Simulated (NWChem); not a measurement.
System: SiF$_{2}$ cation, doublet

The following NWChem deck was run.

```
start job
memory heap 200 mb stack 900 mb global 1100 mb
charge 1
geometry units angstroms noautosym nocenter noautoz
  F      1.373696     0.000000    -0.346894
  Si     0.000000     0.000000     0.442827
  F     -1.373696     0.000000    -0.346894
end
basis spherical
  * library def2-tzvp
end
dft
  odft
  mult 2
  xc hfexch
  iterations 150
end
property
  hyperfine
end
task dft property
```

Parts of the log:

```
             Northwest Computational Chemistry Package (NWChem) 7.3.0
             --------------------------------------------------------

                             Geometry "geometry" -> ""
                             -------------------------

 Output coordinates in angstroms (scale by  1.889725989 to convert to a.u.)

  No.       Tag          Charge          X              Y              Z
 ---- ---------------- ---------- -------------- -------------- --------------
    1 F                    9.0000     1.37369600     0.00000000    -0.34689400
    2 Si                  14.0000     0.00000000     0.00000000     0.44282700
    3 F                    9.0000    -1.37369600     0.00000000    -0.34689400

 Effective nuclear repulsion energy (a.u.)      99.7611941899

  xc_inp: hfexch multiplicative factor not found.
                              NWChem Property Module
                              ----------------------

  itol2e modified to match energy
  convergence criterion.

                                 NWChem DFT Module
                                 -----------------

 Summary of "ao basis" -> "ao basis" (spherical)
 ------------------------------------------------------------------------------
       Tag                 Description            Shells   Functions and Types
 ---------------- ------------------------------  ------  ---------------------
 F                         def2-tzvp                11       31   5s3p2d1f
 Si                        def2-tzvp                13       37   5s5p2d1f

  itol2e modified to match energy
  convergence criterion.

            General Information
            -------------------
          SCF calculation type: DFT
          Wavefunction type:  spin polarized.
          No. of atoms     :     3
          No. of electrons :    31
           Alpha electrons :    16
            Beta electrons :    15
          Charge           :     1
          Spin multiplicity:     2
          Use of symmetry is: off; symmetry adaption is: off
          Maximum number of iterations: 150
          AO basis - number of functions:    99
                     number of shells:    35
          Convergence on energy requested:  1.00D-07
          Convergence on density requested:  1.00D-05
          Convergence on gradient requested:  5.00D-04

              XC Information
              --------------
                     Hartree-Fock (Exact) Exchange  1.000

      Superposition of Atomic Density Guess
      -------------------------------------

 Sum of atomic energies:        -487.67156724

 Renormalizing density from      32.00 to     31

[...]

          ----------------------
          Hyperfine Interactions
          ----------------------

 Total Spin Density (Fermi Contact Term)
 ------------------ --------------------
     Atom            x         y         z       Density (a.u.)      Aiso(MHz)     Aiso(Gauss)
     1  19-F      2.59591   0.00000  -0.65553       0.070997        298.715067     106.588784
     2  29-Si     0.00000   0.00000   0.83682       2.022655      -1797.589682    -641.423615
     3  19-F     -2.59591   0.00000  -0.65553       0.070997        298.715067     106.588784

           -------------------------------------------
           Anisotropic Interaction (Spin-Dipolar Term)
           -------------------------------------------

 ------------------------------------------------------------
     Atom            x         y         z
 ------------------------------------------------------------
     1  19-F      2.59591   0.00000  -0.65553

   Spin-Dipolar term (a.u.)
        xx             yy             zz             xy             xz             yz
 ------------------------------------------------------------------------------------------
       0.086045      -0.403868       0.317823      -0.000000      -0.534552       0.000000

   Principal Comp. of -hf- tensor (au)            Anisotropic -hfcc- (MHz)               Anisotropic -hfcc- (Gauss)
 --------------------------------------------------------------------------------------------------------------------------
     -0.345036    -0.403868     0.748904    -173.286161  -202.832738   376.118899     -61.832707   -72.375642   134.208349

   Orientation of the principal axis of Hyperfine Tensor w.r.t absolute (molecular) frame
 --------------------------------------------------------------------------------------------------------------------------
      0.778420     0.000000    -0.627744
      0.000000     1.000000     0.000000
      0.627744     0.000000     0.778420

 ------------------------------------------------------------
     Atom            x         y         z
 ------------------------------------------------------------
     2  29-Si     0.00000   0.00000   0.83682

   Spin-Dipolar term (a.u.)
        xx             yy             zz             xy             xz             yz
 ------------------------------------------------------------------------------------------
      -0.605515      -0.470482       1.075997       0.000000       0.000000      -0.000000

   Principal Comp. of -hf- tensor (au)            Anisotropic -hfcc- (MHz)               Anisotropic -hfcc- (Gauss)
 --------------------------------------------------------------------------------------------------------------------------
     -0.605515    -0.470482     1.075997      64.235471    49.910679  -114.146150      22.920775    17.809341   -40.730116

   Orientation of the principal axis of Hyperfine Tensor w.r.t absolute (molecular) frame
 --------------------------------------------------------------------------------------------------------------------------
      1.000000     0.000000     0.000000
      0.000000     1.000000    -0.000000
      0.000000    -0.000000     1.000000

 ------------------------------------------------------------
     Atom            x         y         z
 ------------------------------------------------------------
     3  19-F     -2.59591   0.00000  -0.65553

[...]
```

Level: UHF/def2-TZVP, contact and dipolar terms. In the optimisation the excess spin sits in a1 (C2v, its own frame). Structure relaxed at the PBE-D3(BJ)/def2-SVP, spin-unrestricted level. No stability test was run on the SCF state.
